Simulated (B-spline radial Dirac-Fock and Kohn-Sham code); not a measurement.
Dipole and non-dipole photoemission parameters of Ga 4p1/2

System: atomic gallium, configuration [Ar] 3d10 4s2 4p1; threshold 4.69 eV (orbital energy of the model). Method: Dirac-Hartree-Slater photoionisation with a Latter tail; cross sections with all multipoles, angular parameters from the dipole term and its interference with E2. Computed with a radial atomic solver.

Input of the calculation (task.json; shells as n, l, electrons):

```json
{"items": [{
  "Z": 31,
  "q": 0,
  "cfg": [[1, 0, 2], [2, 0, 2], [2, 1, 6], [3, 0, 2], [3, 1, 6], [3, 2, 10], [4, 0, 2], [4, 1, 1]],
  "A": 69,
  "rrms": 3.9973,
  "do": "xps",
  "hv": [59.1, 60, 80, 85.6, 150, 154.0, 200.0, 201.0, 239.0, 245.0, 277.0, 278.0, 299.0, 400.0, 555.0, 714.0, 1340.0, 1486.9, 2000, 2060.0, 2770.0, 2984.4, 4080.0, 5070.0, 5680.0, 6850.0, 8080.0, 9930.0, 12000, 15000],
  "edges": {"K": 10367.0, "L1": 1299.0, "L2": 1143.2, "L3": 1116.4, "M1": 159.51, "M2": 103.5, "M3": 100.0}
}]}
```

Run with: `python xray2_run.py task.json out`

For linearly polarised light dσ/dΩ = σ/(4π) [1 + β P₂(cos θ) + (δ + γ cos²θ) sin θ cos φ], with θ from the polarisation vector and φ the angle between the beam and the projection of the electron momentum on the plane normal to the polarisation.

```csv
hν (eV),σ (kb),β,γ,δ
59.1,4.61,-0.059,-0.006,0.014
60,4.49,-0.083,-0.009,0.015
80,3.42,0.053,0.025,0.020
85.6,3.32,0.185,0.049,0.019
150,2.51,1.112,0.158,0.004
154,2.47,1.140,0.157,0.003
200,2.01,1.363,0.121,0.000
201,2.00,1.366,0.120,0.000
239,1.70,1.466,0.083,-0.001
245,1.66,1.478,0.078,-0.002
277,1.45,1.529,0.051,-0.002
278,1.45,1.530,0.050,-0.002
299,1.33,1.555,0.034,-0.002
400,0.906,1.623,-0.012,-0.001
555,0.543,1.651,-0.018,0.000
714,?,?,?,?
1340,0.0945,1.571,0.235,0.009
1486.9,0.0744,1.550,0.287,0.011
2000,0.0364,1.477,0.455,0.019
2060,0.0338,1.469,0.472,0.020
2770,0.0157,1.379,0.658,0.033
2984.4,0.0128,1.354,0.706,0.037
4080,0.00539,1.240,0.910,0.059
5070,0.00287,1.155,1.053,0.079
5680,0.00205,1.108,1.128,0.092
6850,0.00116,1.029,1.249,0.115
8080,0.000696,0.958,1.351,0.140
9930,0.000361,0.868,1.472,0.176
12000,0.000195,0.786,1.579,0.214
15000,9.31e-05,0.692,1.697,0.265
```

Question: Give the values at 714 eV.

Answer: σ = 0.347 kb, β = 1.649, γ = 0.016, δ = 0.002.
